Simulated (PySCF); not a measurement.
Level of theory: PBE-D3(BJ)/def2-TZVP // BP86-D3(BJ)/def2-SVP in PySCF. Isolated molecules, 0 K electronic values unless said otherwise. One relaxed conformer stands for a flexible species; it need not be the lowest. 

Reference species: [Ti(OH)4] (neutral, multiplicity 1).

```yaml
LUMO: -2.24 eV
coordination_number: 4
charge on the central atom (Mulliken): 1.29 e
HOMO: -7.32 eV
```

Changed species: [V(=O)(OH)3] (M = V, oxo; the reference has M = Ti).

Question: Give the shifts of the LUMO, coordination number, charge on the central atom (Mulliken) and HOMO.

Answer: the LUMO drops by 1.06 eV, to -3.30 eV; the coordination number is nearly the same; the charge on the central atom (Mulliken) falls by 0.04 e, to 1.25 e; the HOMO falls by 0.17 eV, to -7.49 eV.
